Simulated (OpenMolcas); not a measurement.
Si2+: effect of the active space

```json
{
  "Program": "OpenMolcas 26.06",
  "Method": "CASSCF or its RAS form",
  "Basis": "ANO-R3",
  "Scalar Hamiltonian": "X2C, finite nucleus",
  "Spin-orbit coupling": "RASSI with atomic mean-field integrals over the reference wave functions, term energies averaged over their components"
}
```

A. 2 electrons in 4 orbitals (3s 3p); 2S+1 = 3 even, 3 roots; 2S+1 = 1 even, 7 roots; 2S+1 = 3 odd, 3 roots; 2S+1 = 1 odd, 3 roots; cost of the order of 13 core-seconds
B. 2 electrons in 9 orbitals (RAS2 3s 3p; RAS3 3d, at most 2 electrons); 2S+1 = 1 even, 7 roots; 2S+1 = 3 even, 3 roots kept (CI in the orbitals of an earlier block); 2S+1 = 1 odd, 3 roots; 2S+1 = 3 odd, 3 roots kept (CI in the orbitals of an earlier block); cost about 19 core-seconds

Energies in cm⁻¹ above 3s² ¹S₀, the measured ground level; measured values from NIST levels in Kelleher and Podobedova, J. Phys. Chem. Ref. Data 37, 1285 (2008).

```csv
Level,A,B,Measured
3s² ¹S₀,0.0,0.0,0.0
3s 3p ³P°₀,51650,51454,52725
3s 3p ³P°₁,51759,51550,52853
3s 3p ³P°₂,51980,51746,53115
3s 3p ¹P°₁,92634,83561,82884
```

Deviations, from unrounded energies. A percentage is the sum of absolute deviations over the sum of measured energies, with the sign that they share, or ± where signs differ.

```
           Against measurement  Levels     A     B
mean absolute deviation (cm-1)       4  3300  1200
      other configurations (%)       4  ±5.4  ±1.9
```

B lies closest to measurement on these levels. The largest miss of B in the table is 3s 3p ³P°₂, by -1400 cm-1. The ranking rests on the paired levels alone, and a cruder setting can come out closer through cancelling errors.

Between A and B the level of the table that moves most is 3s 3p ¹P°₁, by 9100 cm-1 (lowest in B, highest in A).

Terms from blocks run as CI alone lack orbitals of their own (holds for B). Active for correlation alone: 3d; no level in the range computed is led by a configuration that fills it, so any true level of that kind is missing (holds for B). Computed and measured levels are paired by configuration, term and J; levels that our copy of the source lacks, or whose pairing is in doubt (as where it misses far off the trend of its configuration), stay unpaired and out of the deviations. Levels of configurations outside the active space are missing. Levels that lie high or do not pair safely by name in every column are left out.

° marks odd parity.
